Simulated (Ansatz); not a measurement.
Frontier orbitals of CH5BFGaO (`CO[B](F)[GaH2]`).

```xyz
10

C     1.733    0.628    0.632
O     0.733   -0.030   -0.135
B    -0.582    0.042    0.137
F    -0.999    0.769    1.185
Ga   -1.941   -0.988   -1.097
H     2.430   -0.123    1.006
H     2.271    1.317   -0.021
H     1.305    1.179    1.470
H    -2.573   -0.320   -2.376
H    -2.376   -2.473   -0.802
```

The species carries charge 0 and has multiplicity 1. Correlated methods include outer-core shells of Ga, which these sets cover unevenly. Scalar relativity is left out up to krypton. Geometry: relaxed with PBE0-D4/def2-TZVP. It is one conformer, not always the lowest. Basis def2-TZVPP, Ansatz 0.2.0.

Orbital energies of one run (eV). Highest occupied ones, from the top: -6.30, -6.94, -7.76, -8.05, -9.88, -10.55, -10.59, -11.54, -11.89, -12.60, -13.42, -17.47, -19.36, -19.41. Empty: -2.41, -0.84, 0.24, 0.69, 1.52, 1.78.

**Question.** Which functional gave them?
A. r2SCAN
B. B3LYP
C. BLYP
D. CAM-B3LYP

**Answer.** C. HOMO energies: BLYP -6.30, B3LYP -7.43, CAM-B3LYP -8.98, r2SCAN -6.70 eV.

B3LYP here is the variant with VWN-RPA as its local correlation; programs differ in this.
